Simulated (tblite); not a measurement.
A geometry optimisation, step by step.

Species: C₄H₁₂AlFN₂.
Atom-mapped SMILES: `[CH3:1]/[CH:2]=[CH:3]/[CH2:4][NH:5][Al@@H-:6]([NH3+:7])[F:8]` (hydrogens: H9, H10, H11 on C1; H12 on C2; H13 on C3; H14, H15 on C4; H16 on N5; H17 on Al6; H18, H19, H20 on N7)
Bond orders are those of one Lewis drawing.

Computed with GFN2-xTB (tblite), gas phase: L-BFGS steps from a force-field or distance-geometry start until the largest atomic force falls under 0.01 eV/Å. 10 of its 197 geometries are shown.

Step 0: E = -717.8136 eV, largest atomic force 3.952 eV/Å
```
atom  x, y, z in Å  |  force x, y, z in eV/Å
C1      3.524   -0.268    0.204    0.024  -0.635   0.139
C2      2.299   -0.428   -0.668    0.919   0.255   0.639
C3      1.107   -0.009   -0.281    0.771  -0.431  -0.861
C4     -0.021   -0.221   -1.233   -0.231   0.184  -0.041
N5     -1.018   -1.043   -0.585   -1.481   0.519   1.189
Al6    -1.661   -0.159    0.954    3.225  -1.994   1.116
N7     -3.517    0.191    0.652   -1.218  -0.385   0.368
F8     -1.543   -1.261    2.368   -0.574   1.346  -1.420
H9      4.453   -0.518   -0.355   -0.665   0.325   0.526
H10     3.567    0.741    0.637    0.142  -0.403  -0.235
H11     3.398   -0.992    1.043    0.380   0.497  -0.464
H12     2.463   -0.928   -1.610   -0.104   0.005  -0.033
H13     1.015    0.472    0.681   -0.398  -0.107  -0.234
H14    -0.417    0.769   -1.497   -0.058   0.231  -0.248
H15     0.385   -0.679   -2.155   -0.258   0.012   0.234
H16    -1.774   -1.383   -1.186    0.624  -0.025  -0.428
H17    -0.825    1.180    1.184   -1.071  -0.113   0.087
H18    -3.996   -0.755    0.640    0.397   1.318  -0.040
H19    -3.851    0.753    1.465   -0.038  -0.428  -0.998
H20    -3.594    0.665   -0.262   -0.386  -0.169   0.704
```

Step 22: E = -718.9383 eV, largest atomic force 0.286 eV/Å
```
atom  x, y, z in Å  |  force x, y, z in eV/Å
C1      3.568   -0.312    0.230    0.051  -0.009   0.069
C2      2.414   -0.466   -0.708    0.055   0.011  -0.078
C3      1.187   -0.051   -0.458   -0.004  -0.029   0.059
C4      0.004   -0.167   -1.368    0.005   0.012   0.041
N5     -1.142   -0.727   -0.641    0.028  -0.089  -0.002
Al6    -1.540   -0.171    1.033   -0.077  -0.026   0.037
N7     -3.577    0.154    0.759   -0.004   0.013  -0.011
F8     -1.760   -1.183    2.344    0.025  -0.010  -0.084
H9      4.510   -0.480   -0.282    0.048  -0.020  -0.033
H10     3.589    0.681    0.670   -0.054   0.095   0.022
H11     3.492   -1.024    1.047    0.007  -0.113   0.065
H12     2.641   -0.946   -1.648   -0.024  -0.036  -0.138
H13     0.945    0.396    0.500   -0.032   0.087   0.023
H14    -0.241    0.854   -1.706   -0.057  -0.091  -0.043
H15     0.268   -0.760   -2.251   -0.100  -0.010   0.057
H16    -1.480   -1.587   -1.071    0.194   0.204   0.053
H17    -1.157    1.257    1.445    0.035  -0.007  -0.035
H18    -4.099   -0.717    0.700    0.011   0.050  -0.011
H19    -3.957    0.714    1.515   -0.009  -0.024  -0.016
H20    -3.670    0.662   -0.114   -0.098  -0.006   0.025
```

Step 44: E = -718.9964 eV, largest atomic force 0.193 eV/Å
```
atom  x, y, z in Å  |  force x, y, z in eV/Å
C1      3.607   -0.351    0.215   -0.043  -0.049  -0.007
C2      2.473   -0.461   -0.760    0.092   0.046  -0.023
C3      1.267    0.037   -0.546    0.021   0.001   0.044
C4      0.044   -0.155   -1.392    0.093   0.078  -0.021
N5     -1.033   -0.715   -0.577   -0.012   0.041  -0.104
Al6    -1.632   -0.093    1.005    0.042   0.017   0.080
N7     -3.687    0.236    0.743    0.011  -0.053   0.031
F8     -1.936   -1.241    2.177   -0.087  -0.013   0.045
H9      4.574   -0.410   -0.285   -0.090   0.042   0.013
H10     3.555    0.569    0.794   -0.034  -0.007  -0.066
H11     3.537   -1.183    0.917    0.098  -0.029   0.019
H12     2.693   -1.009   -1.669   -0.094  -0.033   0.041
H13     1.054    0.582    0.368    0.008   0.007   0.011
H14    -0.275    0.821   -1.777   -0.017   0.057  -0.001
H15     0.273   -0.798   -2.250   -0.053   0.010   0.030
H16    -1.129   -1.703   -0.776    0.011  -0.105   0.060
H17    -1.252    1.284    1.561    0.035  -0.017  -0.067
H18    -4.061   -0.708    0.700   -0.022  -0.068   0.038
H19    -4.029    0.672    1.595    0.032  -0.039   0.033
H20    -4.049    0.754   -0.046    0.010   0.113  -0.156
```

Step 65: E = -719.0752 eV, largest atomic force 0.081 eV/Å
```
atom  x, y, z in Å  |  force x, y, z in eV/Å
C1      3.607   -0.389    0.162    0.034  -0.002  -0.019
C2      2.393   -0.553   -0.690    0.022  -0.001  -0.023
C3      1.270    0.124   -0.527   -0.017  -0.031   0.034
C4      0.005   -0.083   -1.304   -0.033  -0.009   0.018
N5     -0.954   -0.842   -0.501    0.057  -0.022   0.041
Al6    -1.665   -0.146    1.003    0.016  -0.025  -0.012
N7     -3.680    0.252    0.598    0.010  -0.014   0.042
F8     -2.165   -1.164    2.231   -0.017  -0.014  -0.013
H9      4.469   -0.177   -0.470    0.069   0.004   0.041
H10     3.480    0.424    0.873   -0.014  -0.028  -0.011
H11     3.814   -1.306    0.715   -0.001   0.011  -0.029
H12     2.487   -1.272   -1.495   -0.025   0.001  -0.014
H13     1.168    0.819    0.299   -0.004   0.007  -0.030
H14    -0.437    0.894   -1.516   -0.039  -0.010  -0.036
H15     0.205   -0.603   -2.250   -0.003   0.057   0.009
H16    -0.714   -1.827   -0.551   -0.040   0.014   0.042
H17    -1.180    1.217    1.496   -0.047   0.055   0.018
H18    -4.064   -0.688    0.526   -0.010  -0.013  -0.031
H19    -3.946    0.609    1.512   -0.033   0.019   0.004
H20    -4.103    0.837   -0.116    0.075   0.001  -0.031
```

Step 87: E = -719.1090 eV, largest atomic force 0.111 eV/Å
```
atom  x, y, z in Å  |  force x, y, z in eV/Å
C1      3.622   -0.408    0.086    0.026   0.029  -0.013
C2      2.374   -0.557   -0.720   -0.026  -0.050   0.048
C3      1.280    0.160   -0.531    0.032  -0.026   0.015
C4     -0.038   -0.066   -1.210    0.061   0.045   0.015
N5     -0.893   -0.873   -0.343    0.007   0.013  -0.006
Al6    -1.695   -0.183    1.116    0.034  -0.004   0.035
N7     -3.643    0.210    0.534   -0.093   0.047  -0.039
F8     -2.206   -1.187    2.346    0.001   0.004  -0.022
H9      4.439   -0.066   -0.547    0.074  -0.013  -0.024
H10     3.483    0.311    0.890   -0.019  -0.002  -0.013
H11     3.911   -1.365    0.518    0.003   0.001  -0.014
H12     2.407   -1.323   -1.486   -0.015   0.027  -0.041
H13     1.256    0.900    0.259   -0.060  -0.009  -0.006
H14    -0.525    0.899   -1.367   -0.086   0.037   0.042
H15     0.094   -0.544   -2.188    0.024  -0.075   0.011
H16    -0.568   -1.835   -0.361   -0.023   0.022   0.022
H17    -1.331    1.243    1.551    0.026   0.002   0.032
H18    -4.131   -0.659    0.331    0.018  -0.016  -0.004
H19    -4.070    0.622    1.361    0.010  -0.020  -0.020
H20    -3.772    0.848   -0.244    0.004  -0.011  -0.018
```

Step 109: E = -719.1540 eV, largest atomic force 0.085 eV/Å
```
atom  x, y, z in Å  |  force x, y, z in eV/Å
C1      3.703   -0.410   -0.117   -0.004  -0.016  -0.057
C2      2.370   -0.523   -0.782    0.031  -0.004  -0.046
C3      1.286    0.138   -0.414   -0.037  -0.008   0.056
C4     -0.083   -0.080   -0.984    0.001  -0.018  -0.003
N5     -0.884   -0.855   -0.043   -0.001   0.050   0.027
Al6    -1.816   -0.140    1.325   -0.007  -0.057   0.063
N7     -3.596    0.258    0.322   -0.010   0.045  -0.043
F8     -2.544   -1.188    2.401    0.018   0.059  -0.059
H9      4.444   -0.030   -0.819    0.032   0.015  -0.021
H10     3.660    0.254    0.742   -0.031   0.023   0.006
H11     4.038   -1.392    0.214    0.010  -0.026   0.014
H12     2.328   -1.197   -1.631    0.018   0.015   0.025
H13     1.308    0.789    0.450   -0.010   0.038   0.005
H14    -0.590    0.878   -1.136    0.060   0.000   0.032
H15    -0.013   -0.599   -1.950   -0.012  -0.001  -0.021
H16    -0.469   -1.775    0.051   -0.014  -0.075  -0.002
H17    -1.422    1.223    1.895   -0.029   0.001  -0.012
H18    -3.867   -0.687    0.057   -0.026  -0.011  -0.011
H19    -4.313    0.635    0.934    0.005   0.003   0.005
H20    -3.547    0.827   -0.518    0.005  -0.033   0.042
```

Step 131: E = -719.1683 eV, largest atomic force 0.055 eV/Å
```
atom  x, y, z in Å  |  force x, y, z in eV/Å
C1      3.760   -0.386   -0.273   -0.011  -0.011  -0.029
C2      2.375   -0.512   -0.816   -0.007   0.022  -0.009
C3      1.312    0.085   -0.302   -0.005  -0.035   0.015
C4     -0.095   -0.103   -0.784    0.013  -0.003  -0.013
N5     -0.872   -0.879    0.174    0.005  -0.041   0.001
Al6    -1.930   -0.147    1.433   -0.025   0.017  -0.008
N7     -3.556    0.254    0.186   -0.002   0.033  -0.033
F8     -2.784   -1.159    2.437   -0.005  -0.012   0.024
H9      4.426    0.019   -1.034    0.008   0.018   0.037
H10     3.771    0.264    0.599    0.044  -0.021  -0.026
H11     4.143   -1.367    0.009    0.000   0.020   0.015
H12     2.279   -1.133   -1.700   -0.025   0.014   0.012
H13     1.399    0.685    0.595   -0.007   0.001  -0.023
H14    -0.582    0.873   -0.880    0.032   0.002   0.023
H15    -0.094   -0.593   -1.769    0.014  -0.003  -0.011
H16    -0.477   -1.811    0.250    0.009   0.028   0.014
H17    -1.601    1.237    1.996   -0.002  -0.020  -0.020
H18    -3.813   -0.682   -0.121   -0.016  -0.002  -0.001
H19    -4.364    0.681    0.626   -0.008   0.009   0.035
H20    -3.301    0.800   -0.631   -0.010  -0.018  -0.002
```

Step 152: E = -719.1767 eV, largest atomic force 0.013 eV/Å
```
atom  x, y, z in Å  |  force x, y, z in eV/Å
C1      3.812   -0.371   -0.326    0.004  -0.005  -0.003
C2      2.410   -0.496   -0.824    0.007  -0.007  -0.003
C3      1.350    0.046   -0.248   -0.004   0.011  -0.002
C4     -0.062   -0.130   -0.720    0.006  -0.003   0.004
N5     -0.851   -0.902    0.231    0.003   0.000  -0.006
Al6    -1.994   -0.164    1.405    0.003   0.008   0.007
N7     -3.609    0.256    0.147   -0.010  -0.007  -0.002
F8     -2.880   -1.150    2.411   -0.001   0.010  -0.001
H9      4.456    0.034   -1.106   -0.001   0.005   0.004
H10     3.862    0.278    0.545   -0.012  -0.004   0.002
H11     4.202   -1.352   -0.053    0.007   0.000  -0.002
H12     2.292   -1.080   -1.729   -0.005   0.009   0.004
H13     1.446    0.615    0.668    0.004  -0.010  -0.006
H14    -0.535    0.855   -0.804    0.001  -0.013   0.001
H15    -0.066   -0.609   -1.711    0.000   0.005   0.008
H16    -0.447   -1.826    0.336   -0.002   0.003  -0.009
H17    -1.700    1.241    1.935   -0.001  -0.004   0.002
H18    -3.971   -0.651   -0.141    0.004  -0.004   0.005
H19    -4.339    0.740    0.662   -0.003   0.006   0.004
H20    -3.381    0.793   -0.682    0.001  -0.002  -0.009
```

Step 174: E = -719.1783 eV, largest atomic force 0.034 eV/Å
```
atom  x, y, z in Å  |  force x, y, z in eV/Å
C1      3.820   -0.370   -0.317   -0.006   0.005   0.006
C2      2.420   -0.496   -0.822   -0.011   0.020   0.005
C3      1.355    0.030   -0.239    0.009  -0.017  -0.008
C4     -0.055   -0.132   -0.722   -0.008  -0.002  -0.002
N5     -0.860   -0.908    0.211   -0.007  -0.015   0.011
Al6    -1.985   -0.145    1.387    0.018  -0.002   0.002
N7     -3.624    0.252    0.151   -0.005   0.014  -0.012
F8     -2.876   -1.103    2.417    0.006   0.015  -0.005
H9      4.456    0.087   -1.075   -0.006  -0.013   0.010
H10     3.854    0.239    0.584   -0.004  -0.021  -0.009
H11     4.229   -1.356   -0.091   -0.002   0.021  -0.008
H12     2.308   -1.057   -1.742    0.004  -0.002  -0.005
H13     1.446    0.576    0.691    0.006   0.002   0.009
H14    -0.520    0.858   -0.794    0.000   0.005  -0.004
H15    -0.059   -0.597   -1.719    0.016   0.006  -0.012
H16    -0.483   -1.845    0.290    0.008   0.008   0.008
H17    -1.664    1.262    1.896   -0.011  -0.010  -0.002
H18    -3.994   -0.671   -0.068   -0.002  -0.001  -0.002
H19    -4.330    0.758    0.677   -0.001   0.004  -0.013
H20    -3.442    0.744   -0.718   -0.004  -0.016   0.030
```

Step 196: E = -719.1805 eV, largest atomic force 0.010 eV/Å
```
atom  x, y, z in Å  |  force x, y, z in eV/Å
C1      3.830   -0.372   -0.338   -0.003  -0.003  -0.003
C2      2.428   -0.474   -0.839    0.000  -0.001  -0.002
C3      1.364   -0.006   -0.208   -0.003   0.009   0.003
C4     -0.049   -0.138   -0.690   -0.001  -0.004   0.004
N5     -0.868   -0.906    0.237   -0.004   0.002   0.002
Al6    -2.000   -0.116    1.390    0.003   0.005  -0.002
N7     -3.641    0.232    0.137    0.005  -0.004   0.004
F8     -2.882   -1.036    2.459    0.001   0.001  -0.004
H9      4.443    0.189   -1.044    0.002   0.003   0.008
H10     3.861    0.124    0.628    0.005   0.003  -0.003
H11     4.270   -1.365   -0.238   -0.001  -0.003   0.001
H12     2.313   -0.964   -1.800   -0.002   0.000   0.000
H13     1.460    0.473    0.758    0.002  -0.004   0.000
H14    -0.495    0.861   -0.754   -0.002  -0.004  -0.002
H15    -0.058   -0.593   -1.692   -0.006   0.005  -0.003
H16    -0.495   -1.844    0.328    0.001  -0.002   0.003
H17    -1.688    1.312    1.843    0.000   0.000   0.001
H18    -4.039   -0.695   -0.004    0.001   0.000  -0.006
H19    -4.340    0.811    0.592    0.007   0.001   0.000
H20    -3.421    0.631   -0.769   -0.004  -0.004   0.000
```

Task: Summarise the path.

Result: The energy falls by 131.88 kJ/mol from step 0 to step 196; nine tenths of that is first reached at step 56. It falls at every step. The largest force goes from 3.952 to 0.010 eV/Å. Among the bonds Al6–N7 changes most, from 1.913 to 2.094 Å; the atoms move by 0.901 Å rms after alignment.

Task: Follow the three bonds and two angles with the largest change from start to end.

Result: 
```csv
step,E above end (kJ/mol),largest force (eV/Å),Al6–N7 (Å),Al6–F8 (Å),N5–Al6 (Å),N7–Al6–F8 (°),Al6–N5–H16 (°)
0,131.88,3.952,1.913,1.796,1.888,107.5,112.5
9,36.58,0.354,2.115,1.664,1.806,98.2,132.9
17,26.73,0.211,2.060,1.659,1.797,96.7,129.8
26,21.99,0.194,2.081,1.667,1.807,93.8,124.7
34,20.48,0.121,2.092,1.666,1.800,93.2,120.0
43,18.03,0.150,2.101,1.670,1.804,91.6,117.5
51,14.72,0.183,2.085,1.676,1.805,85.9,118.0
60,11.72,0.134,2.086,1.675,1.800,86.7,119.6
68,9.58,0.134,2.098,1.668,1.806,88.4,120.2
77,7.93,0.098,2.085,1.666,1.804,90.5,119.8
85,7.20,0.064,2.078,1.666,1.802,90.9,121.0
94,5.50,0.093,2.083,1.664,1.802,93.2,120.8
102,4.34,0.131,2.086,1.664,1.804,92.6,119.2
111,2.39,0.066,2.082,1.665,1.805,92.8,120.1
119,1.75,0.095,2.086,1.665,1.803,94.8,121.9
128,1.33,0.068,2.089,1.664,1.803,95.2,123.4
136,0.76,0.109,2.089,1.663,1.799,94.6,124.4
145,0.43,0.038,2.089,1.663,1.799,94.3,124.3
153,0.36,0.014,2.090,1.664,1.797,94.0,124.0
162,0.32,0.015,2.090,1.664,1.798,93.4,124.3
170,0.27,0.029,2.093,1.664,1.798,93.5,124.6
179,0.15,0.029,2.096,1.664,1.797,92.9,125.7
187,0.04,0.017,2.093,1.664,1.798,93.0,125.8
196,0.00,0.010,2.094,1.664,1.798,93.5,125.5
```

The cost below is that of the whole relaxation. On one thread of an Arm Neoverse N1, shared host with 64 logical CPUs at a one-minute load of 55, this took 2.5 s.
